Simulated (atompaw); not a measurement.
## Building the PAW (atompaw) potential for titanium (Ti) (LDA (PW92), scalar-relativistic).

titanium, PAW, made with atompaw 4.2.0.5 (LDA (PW92), scalar-relativistic). Core [Ne] 3s2, reference 3p6 3d2 4s1.5 4p0 (charge +0.5). Waves: 4s (bound): rc 3.00 bohr; 4s channel at -0.25 Ry: rc 3.00 bohr; 3p (bound): rc 1.15 bohr; 4p (bound, empty): rc 2.25 bohr; 3d (bound): rc 2.85 bohr; 3d channel at -0.15 Ry: rc 3.00 bohr. Local part: bessel scheme, radius 2.40 bohr. Core correction: smooth core density matched at 2.80 bohr. Augmentation charge: sinc compensation charge, radius 2.25 bohr; PAW radius 3.00 bohr; waves and projectors: custom rrkj gramschmidtortho.

Calculated quality:

* Cutoffs needed: 55 Ry and 100 Ry (the cutoffs (Ry, on a coarse ladder) from which the occupation-weighted sum of valence levels, in a spherical-Bessel basis at the reference potential, stays within 10 and 1 mRy of its value at 400 Ry)
* Ghost test: no extra level below or beside the all-electron valence levels (s, p, d, f tested) (spherical-Bessel basis up to 400 Ry, 20 bohr box)
* Lowest eigenvalue of the overlap operator: 0.18 (d channel)
* Overlap eigenvalues printed by atompaw (projector basis): 0.111, 0.34, 0.487, 1.23, 7.01, 708
* Share of each valence orbital outside the PAW sphere: 4s 55 %, 3p 0 %, 4p 77 %, 3d 7 %

Generation and tests took about 2.9 s on one core of a shared server CPU.
